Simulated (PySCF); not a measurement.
## Dipole moment and polarisability of `[H]/N=C\C=C(\F)C(F)F`

C4H4F3N.
Atom-mapped SMILES: `[H]/[N:1]=[CH:2]\[CH:3]=[C:4](\[F:5])[CH:6]([F:7])[F:8]` (hydrogens: H9 on N1; H10 on C2; H11 on C3; H12 on C6)

Cartesian coordinates in Å at the GFN2-xTB level; atoms count from 1:
```
atom  x, y, z in Å
N1     2.590   -0.694    0.064
C2     1.342   -0.550    0.103
C3     0.601    0.648   -0.288
C4    -0.724    0.760   -0.231
F5    -1.333    1.899   -0.610
C6    -1.709   -0.285    0.231
F7    -1.613   -1.412   -0.515
F8    -1.463   -0.660    1.510
H9     3.114    0.113   -0.275
H10    0.768   -1.397    0.461
H11    1.175    1.494   -0.646
H12   -2.745    0.084    0.170
```

Level: PBE0/def2-SVPD (PySCF), static field, nuclei fixed, core orbitals frozen in the response. The polarisability tensor in these axes (au):

```
x   86.97 -7.02 -0.77
y   -7.02 53.99 -4.15
z   -0.77 -4.15 43.03
```

Q: Diagonalise the tensor; give its mean and Δα, where Δα² is half the sum of the squared differences of the eigenvalues.

A: Principal values 41.43, 54.16 and 88.40 au; mean 61.33 au = 9.09 Å³ = 10.11 × 10⁻⁴⁰ C²·m²/J; Δα = 42.07 au (69 % of the mean).

Q: What is the dipole moment, and where does it point?

A: (-1.13, 2.16, -0.72) D, 2.55 D in size, pointing from the negative to the positive side. Measured along this direction, the outermost atoms are N1 and H10 at the negative end and F5 at the positive end.

Q: Find the Langevin capture rate constant for H3O+ (19.018 u) meeting this molecule (123.030 u), k = 2.342 × 10⁻⁹ cm³/s × √(α in Å³ / reduced mass in u).

A: The reduced mass is 16.47 u, so k = 1.74 × 10⁻⁹ cm³/s. The formula leaves out the permanent dipole, which adds to the capture rate.

Q: Rayleigh depolarisation ratio (linearly polarised light, static tensor)?

A: ρ = 3Δα²/(45ᾱ² + 4Δα²) = 5310.4/(169253 + 7080.6) = 0.0301.

Q: How large is μ²/3kT at 500 K beside α?

A: In Gaussian units μ²/3kT = 31.29 Å³ against 9.09 Å³, a ratio of 3.44; the Debye molar polarisation (4π/3)N_A(α + μ²/3kT) is 101.9 cm³/mol, leaving out the vibrational part.

The structure is a single GFN2-xTB conformer in the gas phase; no vibrational or solvent corrections.

The run behind these numbers computed excited states as well. Time: 32 s (grids of density and orbitals included); peak memory 0.82 GiB. Hardware: an Arm Neoverse V1 with one thread, shared host with 32 logical CPUs at a one-minute load of 8.1.
